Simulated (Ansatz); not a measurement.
Reaction R1 → 2 P1, each structure at its B3LYP-D3(BJ)/def2-TZVP stationary point, reached from a drawn start (curvature not checked).
R1, H6Sn2 (SMILES [SnH3][SnH3]) (charge 0, multiplicity 1, Z-matrix in Å and degrees):
```
Sn
H 1 1.7128
H 1 1.7128 2 108.15
H 1 1.7128 2 108.15 3 116.91
Sn 1 2.7871 2 110.76 3 -121.55
H 5 1.7128 1 110.76 2 180.00
H 5 1.7128 6 108.15 1 -121.55
H 5 1.7128 6 108.15 7 -116.91
```
P1: H3Sn (SMILES [SnH3]), charge 0, multiplicity 2.

P less R. No zero-point or thermal terms; singlets are restricted closed shells; open shells are unrestricted; no spin–orbit coupling.

Correlated levels freeze the cores. In cc and def2 sets filled d and f shells under p-block atoms count as core. CBS(a, b) extrapolates the correlation energy as X⁻³ and adds the Hartree–Fock energy of set b.

Run with Ansatz (a program for electronic structure) with Gaussian orbitals. All values are computed, each at the level named. Elements past Kr take the def2 small-core potentials, without spin–orbit coupling.

Problem. Predict the reaction energy from B2PLYP/def2-TZVPP.

Solution. 2.51 eV

Problem. What reaction energy does MP2/def2-QZVPP give?

Solution. 2.58 eV

Problem. What is the computed reaction energy (CCSD(T)/CBS(def2-TZVPP, def2-QZVPP))?

Solution. 2.63 eV
